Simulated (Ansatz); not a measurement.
A structure relaxed at r2SCAN-D4/def2-SVP in Ansatz, charge 0, doublet:

```xyz
6

Al    1.767   -0.933   -0.795
Si    0.396    1.457    1.435
Si    0.165   -0.889    1.059
Si   -0.939   -1.132   -1.161
Si   -1.673    0.481    0.368
Si    0.285    1.017   -0.906
```

Question: Give its formula and point group.

Answer: AlSi₅ (the lowest doublet isomer of a short search). Point group Cs (tolerance 0.1 Å).

Question: Summarise the bond lengths by kind (pairs closer than 1.2 times the sum of covalent radii, bridged metal pairs left out).

Answer: 8 × Si–Si 2.34 to 2.52 Å; 3 × Al–Si 2.45 to 2.74 Å.

The relaxation made no stability test and no search for a lower SCF solution. The structure comes from a short search, and lower isomers may exist.
